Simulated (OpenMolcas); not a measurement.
## Lines of Cu+: computed and rescaled rates

```yaml
Program: OpenMolcas 26.06
Method: "SS-CASPT2, IPEA 0.25 Eh, imaginary shift 0.1 Eh (closed shells correlated: 3s 3p)"
Basis: ANO-RCC-VQZP [7s6p4d3f2g1h]
Scalar_Hamiltonian: DKH2, point nucleus
Active_space: 10 electrons in 11 orbitals (3d 4s 4d)
State_averaging: 2S+1 = 1 even, 6 roots; 2S+1 = 3 even, 5 roots kept (CI in the orbitals of an earlier block)
Spin-orbit_coupling: RASSI with atomic mean-field integrals over the reference wave functions, term energies averaged over their components
```

Rates come from the transition moments of the reference wave functions (E1 and E2 in the length form). At fixed line strength A goes as λ^-3 for E1 and M1 and as λ^-5 for E2, so a rate at the computed wavelength can be rescaled to the measured one. Measured vacuum wavelengths follow from level energies in NIST Handbook of Basic Atomic Spectroscopic Data. Branching counts decays inside the model space alone, at computed energies, and the table is only a selection of the E2 and M1 lines, drawn from those between levels with measured partners whose computed energy lies within a factor of 1.5 of the measured one.

```
     Upper       Lower  Type  λ computed (nm)  λ measured (nm)  A computed (s-1)  A rescaled (s-1)  Branching %
3d⁹ 4s ³D₂  3d⁹ 4s ³D₃    M1            11180            10890          1.60e-02          1.73e-02         17.1
3d⁹ 4s ³D₁  3d⁹ 4s ³D₂    M1             8294             8686          6.31e-02          5.49e-02        100.0
3d⁹ 4s ¹D₂  3d⁹ 4s ³D₁    M1             5046             4413          2.18e-02                            1.5
3d⁹ 4s ¹D₂  3d⁹ 4s ³D₂    M1             3137             2926          1.48e-02                            1.0
3d⁹ 4s ¹D₂  3d⁹ 4s ³D₃    M1             2450             2306          1.97e-01                           13.6
3d⁹ 4s ³D₂    3d¹⁰ ¹S₀    E2            474.8            437.7          7.78e-02                           82.9
3d⁹ 4s ¹D₂    3d¹⁰ ¹S₀    E2            412.4            380.7          1.22e+00          1.82e+00         83.9
```

Spin-changing lines and M1 lines between different terms are not rescaled, since their strength hangs on the term gaps too.

The largest correction is for 3d⁹ 4s ¹D₂ → 3d¹⁰ ¹S₀ (E2): 1.22e+00 × (412.4 / 380.7)^5 = 1.82e+00 s-1, a factor of 1.49.

The computed rate and branching of 3d⁹ 4s ³D₁ → 3d⁹ 4s ³D₂ give the upper level a radiative lifetime of 1.000 / 6.31e-02 s-1 = 1.58e+01 s, counting decays inside the model space alone. The rescaled rate gives about 1.8e+01 s.

These are rates of the free ion; in crystals, glasses and complexes forced electric-dipole and non-radiative decay shorten such lifetimes by orders of magnitude. No measured rate stands beside these. Rescaling mends the energy factor alone: line strengths can still be far off where a level mixes with configurations outside the active space, and weak or spin-changing lines hang on small mixing coefficients that depend on the term gaps too, so rescaling need not improve them.

Terms from blocks run as CI alone lack orbitals of their own. Active for correlation alone: 4d; no level in the range computed is led by a configuration that fills it, so any true level of that kind is missing. Computed and measured levels are paired by configuration, term and J; levels that our copy of the source lacks, or whose pairing is in doubt (as where it misses far off the trend of its configuration), stay unpaired. Only configurations of the active space appear.
